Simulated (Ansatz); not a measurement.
Ansatz results at the PBE0-D4/def2-TZVP geometry: size of the dipole moment (B3LYP/def2-TZVPP) 3.14 D; LUMO energy (B3LYP/def2-TZVPP) -1.79 eV; HOMO energy (PBE/def2-TZVPP) -5.03 eV.

Each molecule was computed in one conformer, which needn't be the lowest.

**Question.** Which molecule gave them?
A. `NCOC=[Se]`
B. `B/C=C(\F)Cl`
C. `OCOB[SeH]`
D. `FC[SiH2]I`

**Answer.** A. The others give `FC[SiH2]I`: 2.09, -0.89, -6.59; `B/C=C(\F)Cl`: 1.19, -2.50, -7.07; `OCOB[SeH]`: 1.68, -0.55, -6.34.

B3LYP here is the variant with VWN-RPA as its local correlation; programs differ in this.
